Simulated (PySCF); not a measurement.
# Working out the ionisation energy of S²⁺

S²⁺ [Ne] 3s2 3p2 (3P) → S³⁺ [Ne] 3s2 3p1 (2P). Computed with PySCF 2.14 in x2c-TZVPPall (5s5p3d1f, 42 functions), with scalar relativity by spin-free X2C-1e. Frozen: 1s2. Energies in hartree (1 hartree = 27.21139 eV):

```csv
part,S²⁺ (lower),S³⁺ (upper)
UHF,-397.411179,-396.156606
CCSD correlation,-0.246446,-0.226985
(T),-0.003609,-0.002546
```

Task: What does Hartree-Fock give?

Result: (-396.156606) − (-397.411179) = 1.254573 hartree = 34.139 eV.

Task: What do CCSD and CCSD(T) give?

Result: The CCSD correlation energies differ by 0.019461 hartree = 0.530 eV and the triples by 0.001063 hartree = 0.029 eV, so CCSD gives 34.669 eV and CCSD(T) 34.698 eV.

A first-order spin-orbit estimate adds -0.009 eV to CCSD(T) (valence and next inner shell), giving 34.689 eV against 34.86 ± 0.04 eV (semi-empirical (NIST evaluation); NIST Atomic Spectra Database, ionization energies).

What remains against the reference includes basis incompleteness, the frozen core and higher excitations.
